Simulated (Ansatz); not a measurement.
A run for Ansatz (a quantum-chemistry and plane-wave program): U-CCSD(T)/cc-pVTZ on H10 chain, a point of a bond scan (R = 0.800 Å).

Ansatz 0.2 input:
```yaml
crystal:
  periodic: [false, false, false]
  atoms:
    - {symbol: H, position_ang: [0.00000000, 0.00000000, 0.00000000]}
    - {symbol: H, position_ang: [0.00000000, 0.00000000, 0.80000000]}
    - {symbol: H, position_ang: [0.00000000, 0.00000000, 1.60000000]}
    - {symbol: H, position_ang: [0.00000000, 0.00000000, 2.40000000]}
    - {symbol: H, position_ang: [0.00000000, 0.00000000, 3.20000000]}
    - {symbol: H, position_ang: [0.00000000, 0.00000000, 4.00000000]}
    - {symbol: H, position_ang: [0.00000000, 0.00000000, 4.80000000]}
    - {symbol: H, position_ang: [0.00000000, 0.00000000, 5.60000000]}
    - {symbol: H, position_ang: [0.00000000, 0.00000000, 6.40000000]}
    - {symbol: H, position_ang: [0.00000000, 0.00000000, 7.20000000]}
basis:
  gaussian:
    orbitals: cc-pVTZ
correlation: {method: ccsd_t, electrons: outside_noble_gas}
scf: {omitted_lower_state_checks: [cluster_reference]}
magnetization: {spin_polarized: true, initial_magnetization: 0}
```

Task: Predict the final total energy.

Result: -5.5728 hartree (reference determinant -5.3215, T1 diagnostic 0.012).

Task: How many basis functions does it have, and what does it roughly cost on one machine?

Result: 140 functions; about 20 core-seconds (a rough figure).
